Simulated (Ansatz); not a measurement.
`C=C[SiH](C)S` and `C[SiH](S)Cl` differ in one atom or group.

Ansatz, PBE0-D4/def2-TZVP geometries, multiplicity 1. Each molecule was computed in one conformer, which needn't be the lowest.

```json
{"property": "HOMO–LUMO gap (ωB97M-V/def2-TZVPP) / eV", "`C=C[SiH](C)S`": "10.84"}
{"property": "zero-point energy (PBE0-D4/def2-TZVP) / kJ/mol", "`C=C[SiH](C)S`": "257.2"}
{"property": "HOMO energy (B3LYP/def2-TZVPP) / eV", "`C=C[SiH](C)S`": "-6.96"}
{"property": "size of the dipole moment (PBE/def2-TZVPP) / D", "`C=C[SiH](C)S`": "1.43"}
{"property": "HOMO–LUMO gap (B3LYP/def2-TZVPP) / eV", "`C=C[SiH](C)S`": "6.13"}
{"property": "HOMO energy (PBE/def2-TZVPP) / eV", "`C=C[SiH](C)S`": "-5.99"}
```

(1) Give the same properties after the change, and the shifts. (Estimate.)

## Answers

(1) The calculation gave: 
```csv
property,`C[SiH](S)Cl`,shift
HOMO–LUMO gap (ωB97M-V/def2-TZVPP) / eV,11.99,1.15
zero-point energy (PBE0-D4/def2-TZVP) / kJ/mol,150.0,-107.2
HOMO energy (B3LYP/def2-TZVPP) / eV,-7.44,-0.48
size of the dipole moment (PBE/def2-TZVPP) / D,1.92,0.49
HOMO–LUMO gap (B3LYP/def2-TZVPP) / eV,7.41,1.28
HOMO energy (PBE/def2-TZVPP) / eV,-6.46,-0.47
```

With PBE0 the HOMO falls by 0.51 eV and the LUMO rises by 0.86 eV, so the gap widens by about 1.37 eV. PBE moves the HOMO by -0.47 eV and ωB97M-V by -0.50 eV. The zero-point energy changes by -107.2 kJ/mol with -12 modes. Dipoles are sizes alone; their direction can turn.

B3LYP here is the variant with VWN-RPA as its local correlation; programs differ in this.
